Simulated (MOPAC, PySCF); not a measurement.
C$_{3}$H$_{3}$I, SMILES `C=C=CI`, neutral singlet in the gas phase. 

Cartesian coordinates (Å):
```xyz
7

C     -1.3848    -0.1209    -0.0351
C     -0.0853    -0.1283     0.0380
C      1.2042    -0.1259     0.1074
I      2.3539     1.5788    -0.3978
H     -1.8995    -0.4113    -0.9442
H     -1.9948     0.1735     0.8117
H      1.8061    -0.9660     0.4199
```
Charge 0, multiplicity 1.

All levels are single points at this geometry (B3LYP-D3(BJ)/def2-TZVP); Pople sets use spherical d functions. Orbital energies aren't observables, and empty levels follow the basis.

B3LYP/LANL2DZ in PySCF gives gap (eV) = 5.09.

**Question.** Estimate the gap (eV) from each of these levels: ωB97X-D3(BJ)/def2-TZVP in PySCF; B3LYP/6-311+G** (LANL2DZ on I) in PySCF; BP86/6-31G* (LANL2DZ on I) in PySCF; M06-2X/6-31G* (LANL2DZ on I) in PySCF; SVWN5/6-31G* (LANL2DZ on I) in PySCF; AM1 in MOPAC; PM3 in MOPAC; PM7 in MOPAC.

**Answer.** 
```tsv
level	gap (eV)
ωB97X-D3(BJ)/def2-TZVP in PySCF	9.77
B3LYP/6-311+G** (LANL2DZ on I) in PySCF	5.06
BP86/6-31G* (LANL2DZ on I) in PySCF	3.57
M06-2X/6-31G* (LANL2DZ on I) in PySCF	7.35
SVWN5/6-31G* (LANL2DZ on I) in PySCF	3.50
AM1 in MOPAC	9.76
PM3 in MOPAC	7.96
PM7 in MOPAC	8.68
```
